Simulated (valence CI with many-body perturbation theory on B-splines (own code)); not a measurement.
## E1 line list for W60+

Computed by configuration interaction combined with many-body perturbation theory (CI+MBPT): four valence electrons over a frozen Dirac-Fock core [Ne], radial functions for each j: 11 s, 11 p, 10 d, 8 f, 5 g, 2 h, with the one-electron correlation potential Σ1 (screened to all orders), the two-electron term Σ2, the three-electron term Σ3, Breit, model QED; selected single and double excitations, second order for the rest, scaled by the run's own slope (own B-spline code, finite nucleus).

No measured spectrum was set against this ion. As an estimate, large intervals hold to a few tenths of a per cent, small ones and those within an open d or f shell to about a per cent. Among the levels kept, up to 580 cm⁻¹ of a level comes from second order outside the variational space, and about a tenth of that is noise between levels of different J, which matters for small intervals.

Lines 101 to 150 of 565 in falling wavelength, among levels below 1735.0 eV, chosen from the strongest by gf and those to the six lowest levels. Wavelengths and rates use the calculated energies. Electric multipoles are in the length gauge, E1 and E2 with the static RPA response of the core. Weak lines are less certain than strong ones. Lines between different terms over intervals too small for the method are left out, as are lines whose strength nearly cancels. The highest levels of a list are the least certain.

Levels are named by their leading jj configuration (3d3/2^4 stands for four electrons in 3d with j = 3/2), which in mixed levels can hold well under half, so a name can repeat and another be missing. Letters in brackets count levels of one name in rising energy.

```tsv
λ vac (Å)	Upper	Lower	A (s⁻¹)	log gf	Branch %
41.95	(3s 3p1/2 3d5/2^2) J=5	(3s 3p1/2 3p3/2 3d5/2) J=4 [c]	1.02e+11	-0.53	22.7
41.69	(3s 3p1/2 3d3/2 3d5/2) J=4 [b]	(3s 3p1/2 3p3/2 3d3/2) J=3 [c]	1.28e+11	-0.52	25.6
41.66	(3p1/2^2 3d5/2^2) J=2	(3p1/2^2 3p3/2 3d5/2) J=1	6.17e+10	-1.10	10.1
41.61	(3s 3p1/2 3d5/2^2) J=3 [b]	(3s 3p1/2 3p3/2 3d5/2) J=2 [c]	1.38e+11	-0.60	14.3
41.46	(3s 3p1/2 3d5/2^2) J=3 [b]	(3s 3p1/2 3p3/2 3d5/2) J=3 [d]	8.61e+10	-0.81	8.9
41.44	(3p1/2^2 3d5/2^2) J=4	(3p1/2^2 3p3/2 3d5/2) J=3	1.28e+11	-0.53	23.9
41.43	(3s 3p1/2 3d3/2 3d5/2) J=2 [b]	(3s 3p1/2 3p3/2 3d3/2) J=1 [c]	6.13e+10	-1.10	10.7
41.38	(3s 3p1/2 3d5/2^2) J=4 [a]	(3s 3p1/2 3p3/2 3d5/2) J=3 [b]	8.23e+10	-0.72	11.6
41.16	(3s^2 3d5/2^2) J=2	(3s^2 3p3/2 3d5/2) J=1	1.59e+11	-0.69	22.3
41.14	(3s 3p1/2 3d5/2^2) J=2 [b]	(3s 3p1/2 3p3/2 3d5/2) J=2 [c]	6.43e+10	-1.09	7.6
41.12	(3s^2 3d5/2^2) J=4	(3s^2 3p3/2 3d5/2) J=3	4.05e+11	-0.03	68.1
40.99	(3s 3p1/2 3d5/2^2) J=2 [b]	(3s 3p1/2 3p3/2 3d5/2) J=3 [d]	6.69e+10	-1.07	7.9
40.90	(3s 3p3/2^2 3d5/2) J=1 [a]	(3s 3p3/2^3) J=2	1.63e+11	-0.91	8.1
40.86	(3s 3p3/2^2 3d5/2) J=3 [a]	(3s 3p3/2^3) J=2	5.40e+10	-1.02	3.7
40.72	(3s 3p1/2 3d3/2 3d5/2) J=3 [d]	(3s 3p1/2 3p3/2 3d3/2) J=2 [e]	2.01e+11	-0.46	7.3
40.66	(3s 3p1/2 3d3/2 3d5/2) J=2 [d]	(3s 3p1/2 3p3/2 3d3/2) J=1 [d]	1.20e+11	-0.83	3.2
40.52	(3s 3p1/2 3d3/2 3d5/2) J=1 [b]	(3s 3p1/2 3p3/2 3d3/2) J=1 [c]	1.87e+11	-0.86	23.0
40.46	(3s 3p1/2^2 3d5/2) J=2	(3s 3p1/2^2 3p3/2) J=1	1.74e+11	-0.67	62.7
40.46	(3s 3p1/2 3d5/2^2) J=1 [a]	(3s 3p1/2 3p3/2 3d5/2) J=1 [c]	1.85e+11	-0.87	19.2
40.43	(3s 3p1/2 3d3/2 3d5/2) J=4 [b]	(3s 3p1/2 3p3/2 3d3/2) J=3 [b]	4.29e+10	-1.02	8.5
40.27	(3s^2 3p3/2 3d5/2) J=2	(3s^2 3p3/2^2) J=2	1.72e+11	-0.68	89.0
40.14	(3s 3p1/2 3d3/2 3d5/2) J=1 [c]	(3s 3p1/2 3p3/2 3d3/2) J=0 [b]	1.00e+11	-1.14	2.5
40.03	(3s 3p1/2 3d3/2 3d5/2) J=3 [b]	(3s 3p1/2 3p3/2 3d3/2) J=2 [c]	1.31e+11	-0.66	23.0
39.99	(3s 3p1/2 3d5/2^2) J=4 [a]	(3s 3p1/2 3p3/2 3d5/2) J=3 [a]	2.55e+11	-0.26	36.0
39.97	(3s 3p1/2 3d5/2^2) J=5	(3s 3p1/2 3p3/2 3d5/2) J=4 [b]	1.77e+11	-0.33	39.4
39.96	(3s^2 3d3/2 3d5/2) J=3	(3s^2 3p3/2 3d3/2) J=2	2.25e+11	-0.42	5.6
39.87	(3s 3p1/2 3d5/2^2) J=4 [b]	(3s 3p1/2 3p3/2 3d5/2) J=4 [c]	1.26e+11	-0.57	21.2
39.81	(3s^2 3d5/2^2) J=2	(3s^2 3p3/2 3d5/2) J=3	8.61e+10	-0.99	12.0
39.81	(3s 3p1/2 3d5/2^2) J=2 [a]	(3s 3p1/2 3p3/2 3d5/2) J=1 [a]	6.99e+10	-1.08	10.5
39.79	(3s^2 3p1/2 3d5/2) J=2	(3s^2 3p1/2 3p3/2) J=2	4.28e+10	-1.29	12.8
39.65	(3s^2 3p1/2 3d5/2) J=3	(3s^2 3p1/2 3p3/2) J=2	2.17e+11	-0.45	100.0
39.59	(3s 3p1/2 3p3/2 3d5/2) J=2 [a]	(3s 3p1/2 3p3/2^2) J=2 [a]	1.76e+11	-0.68	31.0
39.53	(3s 3p1/2 3d3/2 3d5/2) J=1 [c]	(3s 3p1/2 3p3/2 3d3/2) J=1 [d]	1.03e+11	-1.14	2.6
39.46	(3p1/2^2 3d5/2^2) J=4	(3s 3p1/2 3d3/2 3d5/2) J=3 [a]	1.24e+11	-0.59	23.1
39.42	(3s^2 3d3/2 3d5/2) J=3	(3s^2 3p3/2 3d3/2) J=3	4.36e+10	-1.15	1.1
39.35	(3s 3p1/2 3p3/2 3d5/2) J=3 [b]	(3s 3p1/2 3p3/2^2) J=3	1.82e+11	-0.53	28.8
39.35	(3s 3p3/2^2 3d5/2) J=1 [b]	(3s 3p3/2^3) J=1	3.78e+11	-0.58	9.3
39.32	(3s 3p3/2^2 3d5/2) J=2 [c]	(3p1/2^2 3p3/2 3d3/2) J=1	9.48e+10	-0.96	3.3
39.31	(3s 3p1/2 3p3/2 3d5/2) J=0	(3s 3p1/2 3p3/2^2) J=1 [b]	3.01e+11	-1.16	8.1
39.25	(3s 3p1/2 3d5/2^2) J=1 [b]	(3s 3p1/2 3p3/2 3d5/2) J=2 [d]	2.03e+11	-0.85	22.8
39.22	(3s 3p1/2 3d5/2^2) J=2 [b]	(3s 3p1/2 3p3/2 3d5/2) J=1 [b]	7.81e+10	-1.05	9.2
39.16	(3s 3p1/2 3d3/2 3d5/2) J=2 [b]	(3s 3p1/2 3p3/2 3d3/2) J=2 [c]	1.56e+11	-0.75	27.4
39.14	(3s 3p1/2 3d3/2 3d5/2) J=3 [c]	(3s 3p1/2 3p3/2 3d3/2) J=2 [d]	2.02e+11	-0.49	6.5
38.98	(3p1/2^2 3p3/2 3d5/2) J=2	(3s 3p1/2 3p3/2 3d3/2) J=2 [a]	9.31e+10	-0.97	9.6
38.97	(3s 3p1/2 3d5/2^2) J=3 [b]	(3s 3p1/2 3p3/2 3d5/2) J=3 [c]	8.01e+10	-0.89	8.3
38.95	(3s 3p1/2 3p3/2 3d5/2) J=4 [b]	(3s 3p1/2 3p3/2^2) J=3	1.91e+11	-0.41	58.4
38.94	(3s 3p1/2 3d3/2 3d5/2) J=2 [a]	(3s 3p1/2 3p3/2 3d3/2) J=2 [b]	9.33e+10	-0.97	11.7
38.90	(3p1/2^2 3d3/2 3d5/2) J=1	(3p1/2^2 3p3/2 3d3/2) J=1	1.00e+11	-1.17	22.9
38.90	(3p1/2^2 3p3/2 3d5/2) J=1	(3p1/2^2 3p3/2^2) J=0	1.85e+11	-0.90	17.6
38.83	(3p1/2^2 3d3/2 3d5/2) J=4	(3p1/2^2 3p3/2 3d3/2) J=3	2.05e+11	-0.38	48.8
```
